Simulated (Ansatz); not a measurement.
Coupled-cluster diagnostics for the cluster TiO₃H₂, Ansatz.

Geometry of the singlet (PBE0-D4/def2-SVP):

Cartesian coordinates in Å:
```
Ti -0.4520 -0.0736 -0.2751
O 0.0747 0.4396 1.3590
O 1.2858 -0.4980 -0.3802
O 1.4348 0.2135 0.8840
H -1.5553 -1.3566 -0.3515
H -0.7880 1.2751 -1.2362
```

Correlated methods freeze 8 core orbitals; core or outer-core shells of Ti are correlated, in sets that lack core-valence functions. The structure holds 2 bonds between oxygen atoms, so isomers without such links may lie far lower. No other spin state of charge 0 was run. Another isomer (singlet) lies 4.72 eV lower at PBE0-D4/def2-TZVP; other spin states weren't run for this one.

**Question.** Estimate the CCSD(T) correlation energy, the shares of MP2 and (T), T1 and the reference's ⟨S²⟩ for: charge 0, singlet, own geometry in def2-TZVPP; and the rough time on 4 threads of Arm Neoverse V2 on a shared host.

**Answer.** 
```csv
state,basis,correlation (eV),MP2 share (%),(T) share (%),T1,⟨S²⟩ (pure),wall time,remarks
"charge 0, singlet, own geometry",def2-TZVPP,-33.264,94.4,5.4,0.031,0.00 (0.00),51 s,test for broken spin undecided
```
Customary marks for T1 are 0.02 (closed shells), 0.045 (open shells) and about 0.05 (3d metals). T1 exceeds 0.02 in 1 of 1 rows and 0.045 in 0; the higher it lies, the less the single-reference result can be trusted.
